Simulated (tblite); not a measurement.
A geometry optimisation, step by step.

Compound: C6H13N3Si.
Atom-mapped SMILES: `[CH3:1][CH2:2][C@H:3]([CH3:4])[n:5]1[n:6][cH:7][c:8]([SiH3:9])[n:10]1` (hydrogens: H11, H12, H13 on C1; H14, H15 on C2; H16 on C3; H17, H18, H19 on C4; H20 on C7; H21, H22, H23 on Si9)

Computed with GFN2-xTB (tblite), gas phase: L-BFGS steps from a force-field or distance-geometry start until the largest atomic force falls under 0.01 eV/Å. 5 of its 72 geometries are shown.

Step 0: E = -815.2604 eV, largest atomic force 3.114 eV/Å
```
atom  x, y, z in Å  |  force x, y, z in eV/Å
C1     -1.981    1.878    0.154   -0.635   0.593  -0.024
C2     -1.976    0.502    0.783    0.411  -0.138   0.709
C3     -1.389   -0.589   -0.134   -0.447   0.241  -0.119
C4     -1.563   -1.969    0.469    0.157  -0.672   0.790
N5     -0.004   -0.344   -0.477   -0.062   0.081  -0.088
N6      0.371   -0.183   -1.774    1.046  -0.026   2.862
C7      1.693    0.015   -1.648   -1.083  -0.172  -0.127
C8      2.057   -0.036   -0.286   -0.227  -0.086   0.168
Si9     3.796    0.176    0.337    0.808   0.351   0.660
N10     0.959   -0.272    0.463   -0.298   0.248  -3.090
H11    -0.980    2.237   -0.058    0.081  -0.040  -0.028
H12    -2.559    1.870   -0.780    0.220   0.028   0.230
H13    -2.468    2.601    0.841    0.327  -0.397  -0.403
H14    -1.397    0.543    1.726   -0.101  -0.108  -0.409
H15    -3.005    0.240    1.065    0.200  -0.139  -0.208
H16    -1.962   -0.568   -1.069    0.248   0.091  -0.162
H17    -2.619   -2.198    0.654    0.238   0.183  -0.147
H18    -1.040   -2.063    1.437   -0.144   0.208  -0.393
H19    -1.159   -2.745   -0.181   -0.037   0.119  -0.076
H20     2.301    0.178   -2.521   -0.021  -0.019   0.252
H21     4.716    0.421   -0.800   -0.307  -0.069   0.116
H22     4.282   -1.025    1.055   -0.204   0.194  -0.147
H23     3.919    1.359    1.257   -0.168  -0.471  -0.364
```

Step 18: E = -815.5453 eV, largest atomic force 0.106 eV/Å
```
atom  x, y, z in Å  |  force x, y, z in eV/Å
C1     -1.965    1.870    0.150    0.027   0.026  -0.014
C2     -1.946    0.493    0.802   -0.013   0.070   0.000
C3     -1.398   -0.583   -0.141   -0.060   0.029   0.082
C4     -1.527   -1.973    0.478   -0.003   0.016  -0.014
N5     -0.020   -0.320   -0.468   -0.040   0.003  -0.027
N6      0.347   -0.172   -1.717   -0.006   0.001  -0.071
C7      1.653    0.018   -1.659   -0.008  -0.003  -0.013
C8      2.055   -0.024   -0.315   -0.021  -0.007   0.031
Si9     3.777    0.177    0.384   -0.002   0.005   0.017
N10     0.952   -0.242    0.404   -0.030  -0.005   0.006
H11    -0.954    2.198   -0.078    0.019   0.015  -0.022
H12    -2.535    1.849   -0.777    0.000   0.000   0.017
H13    -2.418    2.599    0.818    0.013  -0.003  -0.004
H14    -1.332    0.522    1.705    0.020  -0.033  -0.044
H15    -2.964    0.224    1.094    0.046  -0.063  -0.033
H16    -1.925   -0.542   -1.104    0.029  -0.021   0.094
H17    -2.576   -2.194    0.661    0.034  -0.025   0.018
H18    -0.984   -2.008    1.420   -0.005  -0.012  -0.032
H19    -1.123   -2.728   -0.191    0.008  -0.004   0.006
H20     2.243    0.168   -2.538    0.005   0.014  -0.021
H21     4.628    0.403   -0.794    0.007  -0.003   0.100
H22     4.187   -1.041    1.091   -0.025   0.056  -0.033
H23     3.820    1.331    1.288    0.004  -0.054  -0.043
```

Step 36: E = -815.5600 eV, largest atomic force 0.034 eV/Å
```
atom  x, y, z in Å  |  force x, y, z in eV/Å
C1     -1.926    1.872    0.143    0.001   0.002  -0.001
C2     -1.914    0.501    0.808   -0.001   0.013   0.002
C3     -1.415   -0.590   -0.143    0.000   0.015   0.005
C4     -1.488   -1.979    0.484    0.000   0.007  -0.001
N5     -0.050   -0.318   -0.512   -0.001  -0.003  -0.012
N6      0.316   -0.169   -1.761   -0.010   0.002  -0.022
C7      1.622    0.030   -1.700   -0.013   0.000  -0.010
C8      2.021   -0.010   -0.354    0.001  -0.002   0.006
Si9     3.713    0.174    0.416    0.034   0.001  -0.001
N10     0.919   -0.235    0.360   -0.001  -0.005  -0.005
H11    -0.918    2.178   -0.127   -0.003  -0.002  -0.005
H12    -2.530    1.855   -0.762   -0.006   0.000   0.010
H13    -2.339    2.618    0.818    0.012  -0.004   0.001
H14    -1.258    0.521    1.681   -0.008  -0.001   0.002
H15    -2.921    0.245    1.140    0.007  -0.021  -0.010
H16    -1.984   -0.564   -1.079    0.016   0.001  -0.001
H17    -2.519   -2.240    0.710    0.002   0.015   0.017
H18    -0.904   -1.995    1.401   -0.008  -0.016   0.004
H19    -1.083   -2.720   -0.201   -0.010  -0.013   0.005
H20     2.209    0.187   -2.581    0.008   0.006   0.002
H21     4.652    0.405   -0.686    0.002   0.002  -0.006
H22     4.066   -1.056    1.127   -0.009   0.004   0.009
H23     3.724    1.317    1.331   -0.014   0.001   0.012
```

Step 53: E = -815.5620 eV, largest atomic force 0.015 eV/Å
```
atom  x, y, z in Å  |  force x, y, z in eV/Å
C1     -1.921    1.871    0.144    0.001  -0.001  -0.002
C2     -1.906    0.498    0.804   -0.006   0.004  -0.002
C3     -1.408   -0.594   -0.148   -0.005   0.004   0.000
C4     -1.490   -1.978    0.492   -0.003  -0.004  -0.002
N5     -0.045   -0.326   -0.524   -0.001  -0.006   0.003
N6      0.317   -0.165   -1.773   -0.006   0.003  -0.002
C7      1.623    0.038   -1.715   -0.008   0.000  -0.002
C8      2.026   -0.011   -0.371   -0.003  -0.003   0.010
Si9     3.708    0.177    0.422    0.014  -0.001  -0.005
N10     0.927   -0.246    0.345   -0.001  -0.003   0.008
H11    -0.917    2.165   -0.154   -0.004   0.002   0.000
H12    -2.552    1.864   -0.743    0.002  -0.001   0.005
H13    -2.304    2.618    0.835    0.012  -0.001  -0.006
H14    -1.254    0.515    1.679    0.001   0.000  -0.013
H15    -2.914    0.237    1.130   -0.001  -0.002   0.007
H16    -1.979   -0.572   -1.082    0.001   0.005  -0.004
H17    -2.520   -2.213    0.744   -0.003  -0.001   0.010
H18    -0.887   -1.999    1.397    0.003  -0.001  -0.003
H19    -1.117   -2.735   -0.193    0.003  -0.006  -0.006
H20     2.205    0.206   -2.597    0.009   0.002   0.003
H21     4.668    0.412   -0.661   -0.007   0.000   0.006
H22     4.044   -1.053    1.142    0.002   0.012  -0.002
H23     3.690    1.317    1.341    0.001  -0.004  -0.002
```

Step 71: E = -815.5627 eV, largest atomic force 0.008 eV/Å
```
atom  x, y, z in Å  |  force x, y, z in eV/Å
C1     -1.915    1.869    0.137   -0.001   0.003  -0.001
C2     -1.901    0.497    0.800    0.001   0.006   0.002
C3     -1.412   -0.599   -0.152    0.002   0.005   0.002
C4     -1.496   -1.981    0.490   -0.001  -0.002   0.002
N5     -0.047   -0.335   -0.526    0.001  -0.004  -0.001
N6      0.317   -0.158   -1.772   -0.004   0.000  -0.002
C7      1.623    0.046   -1.708   -0.005   0.003  -0.003
C8      2.023   -0.019   -0.363   -0.002   0.003   0.004
Si9     3.705    0.180    0.427    0.008  -0.001  -0.002
N10     0.922   -0.264    0.347   -0.002   0.000   0.001
H11    -0.915    2.150   -0.186   -0.002  -0.002  -0.002
H12    -2.568    1.870   -0.733    0.001  -0.006  -0.001
H13    -2.271    2.622    0.836    0.002   0.001  -0.001
H14    -1.240    0.514    1.668    0.000  -0.004   0.002
H15    -2.907    0.240    1.137    0.002   0.003   0.000
H16    -1.984   -0.574   -1.085    0.004   0.004   0.000
H17    -2.521   -2.203    0.772   -0.006  -0.002  -0.003
H18    -0.869   -2.008    1.378    0.004  -0.004   0.003
H19    -1.151   -2.744   -0.204    0.000  -0.004  -0.003
H20     2.209    0.225   -2.584    0.000  -0.001  -0.003
H21     4.658    0.420   -0.661   -0.002   0.000   0.005
H22     4.054   -1.042    1.151    0.000   0.002  -0.001
H23     3.681    1.323    1.342    0.002   0.001   0.001
```

Problem. Summarise the path.

Solution. The energy falls by 0.3023 eV from step 0 to step 71; nine tenths of that is first reached at step 9. It falls at every step. The largest force goes from 3.114 to 0.008 eV/Å. Among the bonds N5–N6 changes most, from 1.359 to 1.310 Å; the atoms move by 0.134 Å rms after alignment.

Problem. Follow the three bonds and two angles with the largest change from start to end.

Solution. 
```json
{"step": "0", "E above end (eV)": "0.3023", "largest force (eV/Å)": "3.114", "N5–N6 (Å)": "1.359", "N5–N10 (Å)": "1.348", "Si9–H23 (Å)": "1.504", "C7–C8–Si9 (°)": "124.1", "Si9–C8–N10 (°)": "126.5"}
{"step": "3", "E above end (eV)": "0.0572", "largest force (eV/Å)": "0.211", "N5–N6 (Å)": "1.314", "N5–N10 (Å)": "1.310", "Si9–H23 (Å)": "1.464", "C7–C8–Si9 (°)": "125.8", "Si9–C8–N10 (°)": "127.9"}
{"step": "6", "E above end (eV)": "0.0394", "largest force (eV/Å)": "0.203", "N5–N6 (Å)": "1.316", "N5–N10 (Å)": "1.314", "Si9–H23 (Å)": "1.459", "C7–C8–Si9 (°)": "127.1", "Si9–C8–N10 (°)": "126.9"}
{"step": "9", "E above end (eV)": "0.0286", "largest force (eV/Å)": "0.085", "N5–N6 (Å)": "1.311", "N5–N10 (Å)": "1.308", "Si9–H23 (Å)": "1.466", "C7–C8–Si9 (°)": "127.4", "Si9–C8–N10 (°)": "126.1"}
{"step": "12", "E above end (eV)": "0.0247", "largest force (eV/Å)": "0.081", "N5–N6 (Å)": "1.311", "N5–N10 (Å)": "1.308", "Si9–H23 (Å)": "1.462", "C7–C8–Si9 (°)": "127.2", "Si9–C8–N10 (°)": "126.2"}
{"step": "15", "E above end (eV)": "0.0219", "largest force (eV/Å)": "0.090", "N5–N6 (Å)": "1.311", "N5–N10 (Å)": "1.309", "Si9–H23 (Å)": "1.462", "C7–C8–Si9 (°)": "127.5", "Si9–C8–N10 (°)": "126.1"}
{"step": "19", "E above end (eV)": "0.0156", "largest force (eV/Å)": "0.126", "N5–N6 (Å)": "1.311", "N5–N10 (Å)": "1.308", "Si9–H23 (Å)": "1.467", "C7–C8–Si9 (°)": "128.4", "Si9–C8–N10 (°)": "125.0"}
{"step": "22", "E above end (eV)": "0.0107", "largest force (eV/Å)": "0.096", "N5–N6 (Å)": "1.313", "N5–N10 (Å)": "1.308", "Si9–H23 (Å)": "1.462", "C7–C8–Si9 (°)": "129.0", "Si9–C8–N10 (°)": "124.4"}
{"step": "25", "E above end (eV)": "0.0072", "largest force (eV/Å)": "0.073", "N5–N6 (Å)": "1.311", "N5–N10 (Å)": "1.306", "Si9–H23 (Å)": "1.462", "C7–C8–Si9 (°)": "129.3", "Si9–C8–N10 (°)": "124.2"}
{"step": "28", "E above end (eV)": "0.0053", "largest force (eV/Å)": "0.040", "N5–N6 (Å)": "1.310", "N5–N10 (Å)": "1.307", "Si9–H23 (Å)": "1.463", "C7–C8–Si9 (°)": "129.5", "Si9–C8–N10 (°)": "123.9"}
{"step": "31", "E above end (eV)": "0.0040", "largest force (eV/Å)": "0.065", "N5–N6 (Å)": "1.310", "N5–N10 (Å)": "1.307", "Si9–H23 (Å)": "1.464", "C7–C8–Si9 (°)": "130.1", "Si9–C8–N10 (°)": "123.5"}
{"step": "34", "E above end (eV)": "0.0031", "largest force (eV/Å)": "0.038", "N5–N6 (Å)": "1.309", "N5–N10 (Å)": "1.307", "Si9–H23 (Å)": "1.464", "C7–C8–Si9 (°)": "130.4", "Si9–C8–N10 (°)": "123.2"}
{"step": "37", "E above end (eV)": "0.0026", "largest force (eV/Å)": "0.026", "N5–N6 (Å)": "1.310", "N5–N10 (Å)": "1.307", "Si9–H23 (Å)": "1.463", "C7–C8–Si9 (°)": "130.6", "Si9–C8–N10 (°)": "122.9"}
{"step": "40", "E above end (eV)": "0.0020", "largest force (eV/Å)": "0.036", "N5–N6 (Å)": "1.310", "N5–N10 (Å)": "1.307", "Si9–H23 (Å)": "1.463", "C7–C8–Si9 (°)": "130.8", "Si9–C8–N10 (°)": "122.7"}
{"step": "43", "E above end (eV)": "0.0015", "largest force (eV/Å)": "0.029", "N5–N6 (Å)": "1.310", "N5–N10 (Å)": "1.306", "Si9–H23 (Å)": "1.464", "C7–C8–Si9 (°)": "131.0", "Si9–C8–N10 (°)": "122.6"}
{"step": "46", "E above end (eV)": "0.0011", "largest force (eV/Å)": "0.017", "N5–N6 (Å)": "1.310", "N5–N10 (Å)": "1.306", "Si9–H23 (Å)": "1.464", "C7–C8–Si9 (°)": "131.3", "Si9–C8–N10 (°)": "122.2"}
{"step": "49", "E above end (eV)": "0.0009", "largest force (eV/Å)": "0.024", "N5–N6 (Å)": "1.310", "N5–N10 (Å)": "1.306", "Si9–H23 (Å)": "1.464", "C7–C8–Si9 (°)": "131.4", "Si9–C8–N10 (°)": "122.1"}
{"step": "52", "E above end (eV)": "0.0008", "largest force (eV/Å)": "0.013", "N5–N6 (Å)": "1.310", "N5–N10 (Å)": "1.306", "Si9–H23 (Å)": "1.464", "C7–C8–Si9 (°)": "131.4", "Si9–C8–N10 (°)": "122.1"}
{"step": "56", "E above end (eV)": "0.0006", "largest force (eV/Å)": "0.015", "N5–N6 (Å)": "1.310", "N5–N10 (Å)": "1.306", "Si9–H23 (Å)": "1.464", "C7–C8–Si9 (°)": "131.4", "Si9–C8–N10 (°)": "122.1"}
{"step": "59", "E above end (eV)": "0.0004", "largest force (eV/Å)": "0.017", "N5–N6 (Å)": "1.310", "N5–N10 (Å)": "1.306", "Si9–H23 (Å)": "1.464", "C7–C8–Si9 (°)": "131.4", "Si9–C8–N10 (°)": "122.2"}
{"step": "62", "E above end (eV)": "0.0003", "largest force (eV/Å)": "0.018", "N5–N6 (Å)": "1.310", "N5–N10 (Å)": "1.306", "Si9–H23 (Å)": "1.464", "C7–C8–Si9 (°)": "131.2", "Si9–C8–N10 (°)": "122.3"}
{"step": "65", "E above end (eV)": "0.0002", "largest force (eV/Å)": "0.016", "N5–N6 (Å)": "1.310", "N5–N10 (Å)": "1.307", "Si9–H23 (Å)": "1.464", "C7–C8–Si9 (°)": "131.1", "Si9–C8–N10 (°)": "122.5"}
{"step": "68", "E above end (eV)": "0.0001", "largest force (eV/Å)": "0.017", "N5–N6 (Å)": "1.310", "N5–N10 (Å)": "1.306", "Si9–H23 (Å)": "1.464", "C7–C8–Si9 (°)": "131.1", "Si9–C8–N10 (°)": "122.5"}
{"step": "71", "E above end (eV)": "0.0000", "largest force (eV/Å)": "0.008", "N5–N6 (Å)": "1.310", "N5–N10 (Å)": "1.306", "Si9–H23 (Å)": "1.464", "C7–C8–Si9 (°)": "131.0", "Si9–C8–N10 (°)": "122.5"}
```

The cost below is that of the whole relaxation. Time: 0.53 s of wall time. Hardware: one thread of an Arm Neoverse V2, shared host.
